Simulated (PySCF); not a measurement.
Correlation energy of Zn³⁺ (zinc, charge +3)

Starting occupation: [Ar] 3d9, 3d3/2 with m_j = -3/2, -1/2, +1/2, +3/2, 3d5/2 with m_j = -3/2, -1/2, +1/2, +3/2, +5/2. Calculation: PySCF 2.14, in x2c-TZVPall-2c (6s7p4d1f, 54 functions); X2C-1e with screened-nucleus spin-orbit coupling, Gaussian nucleus. Frozen: [Ne]; 17 electrons correlated; the 6 highest virtual spinors left out.

MP2 pair energies summed by pair of shells (mhartree):

| pair | energy | share (%) |
| --- | --- | --- |
| 3d-3d | -248.14 | 48.5 |
| 3d-3p | -158.57 | 31.0 |
| 3p-3p | -45.87 | 9.0 |
| 3d-3s | -37.66 | 7.4 |
| 3p-3s | -18.34 | 3.6 |
| 3s-3s | -2.92 | 0.6 |

Total MP2 correlation energy: -511.50 mhartree.

The GHF reference relaxed away from the jj start to a determinant that is no pure jj level (⟨S²⟩ = 0.75, ⟨J²⟩ = 8.75); the energies belong to that determinant.

This basis was not built for core-valence correlation, so the inner-shell part is incomplete.
